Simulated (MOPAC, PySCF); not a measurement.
C$_{2}$H$_{4}$O$_{2}$Si, SMILES `[SiH](C(=O)O)=C` (C–Si–C–O torsion 180°, Si–C–O–H torsion 180°), neutral singlet in the gas phase. 

Cartesian coordinates (Å):
SMILES: C=[SiH]C(=O)O
```xyz
9

C     -1.5491    -0.1820    -1.1091
Si    -0.6124     0.6636     0.0275
C      1.1258     0.0991     0.5529
O      1.7852     0.7044     1.3564
O      1.5462    -1.0243    -0.0469
H     -1.1829    -1.0876    -1.5788
H     -2.5383     0.1426    -1.4104
H     -1.0096     1.8990     0.7259
H      2.4352    -1.2147     0.2939
```
Charge 0, spin multiplicity 1.

All levels are single points at this geometry (PBE0-D3(BJ)/def2-TZVP); Pople sets use spherical d functions. Orbital energies aren't observables, and empty levels follow the basis.

PBE0-D3(BJ)/def2-TZVP in PySCF gives HOMO (eV) = -6.92.

Q: Estimate the HOMO (eV) from each of these levels: ωB97X-D3(BJ)/def2-TZVP in PySCF; B3LYP/6-311+G** in PySCF; B3LYP/6-31G* in PySCF; B3LYP/LANL2DZ in PySCF; BP86/6-31G* in PySCF; M06-2X/6-31G* in PySCF; PBE/6-31G* in PySCF; SVWN5/6-31G* in PySCF; HF/3-21G in PySCF; HF/6-31G* in PySCF; AM1 in MOPAC; PM7 in MOPAC.

A: 
```tsv
level	HOMO (eV)
ωB97X-D3(BJ)/def2-TZVP in PySCF	-9.15
B3LYP/6-311+G** in PySCF	-6.78
B3LYP/6-31G* in PySCF	-6.48
B3LYP/LANL2DZ in PySCF	-6.86
BP86/6-31G* in PySCF	-5.80
M06-2X/6-31G* in PySCF	-7.76
PBE/6-31G* in PySCF	-5.71
SVWN5/6-31G* in PySCF	-5.84
HF/3-21G in PySCF	-8.86
HF/6-31G* in PySCF	-8.79
AM1 in MOPAC	-9.56
PM7 in MOPAC	-10.11
```
